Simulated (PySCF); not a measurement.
Simulated absorption spectrum

Compound: C6H10NP.
Geometry (GFN2-xTB, Å), atoms numbered from 1 in this order:
```xyz
18
C6H10NP angstrom
N      4.5514    0.5066   -0.8858
C      3.6761    0.1279   -0.2555
C      2.5493   -0.3305    0.5152
C      1.2362    0.0990   -0.1472
P     -0.2294   -0.5318    0.8245
C     -1.5225    0.3908   -0.0941
C     -2.9513   -0.0565    0.0301
C     -2.2029   -0.3166   -1.2334
H      2.5953   -1.4211    0.5919
H      2.6208    0.0866    1.5249
H      1.1898    1.1884   -0.2356
H      1.1716   -0.3260   -1.1538
H     -0.1021    0.4079    1.8615
H     -1.3424    1.4560   -0.2041
H     -3.1688   -0.8968    0.6728
H     -3.7197    0.7018    0.0294
H     -1.9077   -1.3344   -1.4448
H     -2.4523    0.2550   -2.1144
```

Computed with TDDFT PBE0/def2-SVPD, vertical, gas phase, core orbitals frozen in the response in PySCF.

Computed states:

```csv
state,E (eV),f
S1,6.32,0.077
S2,6.56,0.077
S3,7.31,0.014
S4,7.40,0.027
S5,7.46,0.059
S6,7.57,0.0075
```

Broadening: Gaussians 0.5 eV wide at half height, area fixed by f = 4.319×10⁻⁹ ∫ε dν̃. The width is an assumption, not a result. The curve ends short of the highest state used, and states not computed would add to its high-energy end.

Q: What does the envelope look like, and where are its maxima?

A: 
(λ (nm), ε (L mol⁻¹ cm⁻¹)): (177.9, 1289), (178.9, 1376), (180.0, 1621), (181.0, 1966), (182.0, 2413), (183.1, 2999), (184.1, 3590), (185.2, 4273), (186.2, 4891), (187.2, 5475), (188.3, 6049), (189.3, 6482), (190.4, 6839), (191.4, 7042), (192.4, 7122), (193.5, 7071), (194.5, 6902), (195.6, 6596), (196.6, 6223), (197.6, 5780), (198.7, 5232), (199.7, 4701), (200.7, 4159), (201.8, 3570), (202.8, 3058), (203.9, 2534), (204.9, 2102), (205.9, 1717), (207.0, 1352), (208.0, 1071), (209.1, 816), (210.1, 627), (211.1, 476), (212.2, 346), (213.2, 255), (214.3, 180), (215.3, 129), (216.3, 92), (217.4, 62), (218.4, 43), (219.5, 28), (220.5, 19), (221.5, 13), (222.6, 8)

Maxima: 193 nm (6.44 eV), ε about 7100, made up of S1 (50%) and S2 (50%) (ε in L mol⁻¹ cm⁻¹; maxima over ε = 5, shares over 10%).

Q: What would ε be at 6.44 eV, the highest of these maxima, with half the width (0.25 eV)?

A: About 8950 L mol⁻¹ cm⁻¹ against 7120, a factor of about 1.3; a lone state at its own centre would give exactly 2.

Q: On this curve, what absorbance would a 10⁻⁵ mol/L sample give at 193 nm over a 1 cm path?

A: 193 nm is 6.424 eV, where ε is about 7100 L mol⁻¹ cm⁻¹, so A = ε c l ≈ 0.071 (Beer–Lambert, with the gas-phase spectrum and the assumed width).

Q: Coming from long wavelengths, where does ε first pass 100 L mol⁻¹ cm⁻¹?

A: At about 216 nm (5.74 eV), 0.58 eV below S1.

One conformer stands for the species.
